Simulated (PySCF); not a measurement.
## CoBr: one state, many levels of theory

State: triplet, unpaired electrons π ↑, δ ↑, a mixture of terms (⟨Lz²⟩ = 4.3). Set-up: PySCF, spin-free X2C with a Gaussian nucleus, basis sets Co x2c-TZVPPall, Br x2c-TZVPPall. De refers to Co (3d7 4s2) + Br in their high-spin ground configurations, without counterpoise correction. The functionals are run spin-unrestricted. A positive dipole means Co(−)Br(+). Levels whose curve was spin-contaminated or gave no clean fit are not listed.

```json
{"Level": "PBE", "Re (Å)": "2.195", "ωe (cm⁻¹)": "317", "De (eV)": "n/a", "μ (D)": "-3.65", "CPU s a point (SCF and correlation, without the integrals)": "2.5"}
{"Level": "PBEsol", "Re (Å)": "2.164", "ωe (cm⁻¹)": "332", "De (eV)": "n/a", "μ (D)": "-3.54", "CPU s a point (SCF and correlation, without the integrals)": "1.7"}
{"Level": "revPBE", "Re (Å)": "2.214", "ωe (cm⁻¹)": "307", "De (eV)": "n/a", "μ (D)": "-3.80", "CPU s a point (SCF and correlation, without the integrals)": "1.8"}
{"Level": "TPSS", "Re (Å)": "2.200", "ωe (cm⁻¹)": "316", "De (eV)": "n/a", "μ (D)": "-4.06", "CPU s a point (SCF and correlation, without the integrals)": "3.5"}
{"Level": "r²SCAN", "Re (Å)": "2.198", "ωe (cm⁻¹)": "320", "De (eV)": "n/a", "μ (D)": "-4.32", "CPU s a point (SCF and correlation, without the integrals)": "15"}
{"Level": "B3LYP", "Re (Å)": "2.233", "ωe (cm⁻¹)": "303", "De (eV)": "n/a", "μ (D)": "-4.47", "CPU s a point (SCF and correlation, without the integrals)": "8.4"}
{"Level": "PBE0", "Re (Å)": "2.217", "ωe (cm⁻¹)": "311", "De (eV)": "n/a", "μ (D)": "-4.74", "CPU s a point (SCF and correlation, without the integrals)": "6.3"}
{"Level": "ωB97M-V", "Re (Å)": "2.223", "ωe (cm⁻¹)": "313", "De (eV)": "n/a", "μ (D)": "-5.00", "CPU s a point (SCF and correlation, without the integrals)": "16"}
```

(1) What does a quarter of exact exchange do here, going from PBE to PBE0?

(2) What does the step from GGA to meta-GGA do here, going from PBE to r²SCAN?

De is left out where the level can put another filling of the metal’s s and d shells below the measured ground configuration, by anything from nothing to about 1 eV. Spin–orbit coupling is left out. The state is the lowest single determinant that the PBE0 search found; with open d or f shells the true ground state can be another one.

The whole job (state search and all levels along the bond) took about 13 min on 2 threads of Intel Xeon Platinum 8488C (shared host), peak memory 3.8 GiB.

Results:

(1) PBE0 less PBE: +2.2 pm in Re, -1.9 % in ωe. Exact exchange removes part of the self-interaction that spreads semilocal densities, and in most molecules shortens and stiffens the bond and lowers De; here Re and ωe go the other way.

(2) r²SCAN less PBE: +0.3 pm in Re, +0.9 % in ωe.
